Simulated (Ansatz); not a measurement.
Basis sets compared for tetramethylammonium tetracyanoborate, `C[N+](C)(C)C.N#C[B-](C#N)(C#N)C#N`. Total charge 0; singlet. Geometry PBE-D4/def2-SVP. Ansatz on 4 threads of AMD EPYC 7B13 on a shared host; times are rough, and most runs start from earlier orbitals.

```
atom    x (Å)    y (Å)    z (Å)
  C1  -1.8692   0.4967   2.1770
  N2  -1.2203  -0.0592   0.9460
  C3  -1.8022  -1.4057   0.6078
  C4   0.2598  -0.2156   1.1954
  C5  -1.4607   0.8788  -0.2116
  H6  -1.6971  -0.1950   3.0215
  H7  -1.4208   1.4815   2.4003
  H8  -2.9534   0.6099   1.9963
  H9  -2.8921  -1.2951   0.4615
 H10  -1.3225  -1.7596  -0.3270
 H11  -1.5991  -2.1024   1.4412
 H12   0.7153   0.7829   1.3134
 H13   0.4022  -0.8272   2.1041
 H14   0.7125  -0.7257   0.3309
 H15  -0.9172   1.8249  -0.0373
 H16  -2.5496   1.0446  -0.3000
 H17  -1.0690   0.4013  -1.1272
 N18   3.9403   0.4305  -4.1396
 C19   3.2863   0.3018  -3.1757
 B20   2.3945   0.1310  -1.8784
 C21   3.1685  -0.5414  -0.6511
 N22   3.6177  -1.0298   0.3167
 C23   1.1002  -0.7894  -2.1344
 N24   0.1001  -1.4056  -2.1467
 C25   1.8005   1.5208  -1.3387
 N26   1.2753   2.4470  -0.8444
```

Binding counts from free atoms (C triplet, N quartet, H doublet, B doublet) in the same basis, without a counterpoise term.

| level | functions | energy (Eh) | HOMO (eV) | LUMO (eV) | binding per atom (eV) | wall time |
| --- | --- | --- | --- | --- | --- | --- |
| HF/6-31G | 150 | -606.5808 | -11.86 | 3.42 | 2.86 | 2 s |
| PBE-D4/def2-SVP | 256 | -609.4515 | -7.11 | -1.40 | 4.76 | 3.7 s |
| PBE0-D4/def2-SVP | 256 | -609.4865 | -8.61 | -0.49 | 4.62 | 7 s |

(1) Estimate the rows for HF/def2-TZVP, PBE-D4/def2-TZVP, PBE0-D4/def2-TZVP.

## Answers

(1) 
```json
{"level": "HF/def2-TZVP", "functions": "506", "energy (Eh)": "-607.0776", "HOMO (eV)": "-11.95", "LUMO (eV)": "2.02", "binding per atom (eV)": "3.13", "wall time": "18 s"}
{"level": "PBE-D4/def2-TZVP", "functions": "506", "energy (Eh)": "-610.1341", "HOMO (eV)": "-7.39", "LUMO (eV)": "-1.70", "binding per atom (eV)": "4.71", "wall time": "9 s"}
{"level": "PBE0-D4/def2-TZVP", "functions": "506", "energy (Eh)": "-610.1599", "HOMO (eV)": "-8.80", "LUMO (eV)": "-0.80", "binding per atom (eV)": "4.57", "wall time": "21 s"}
```
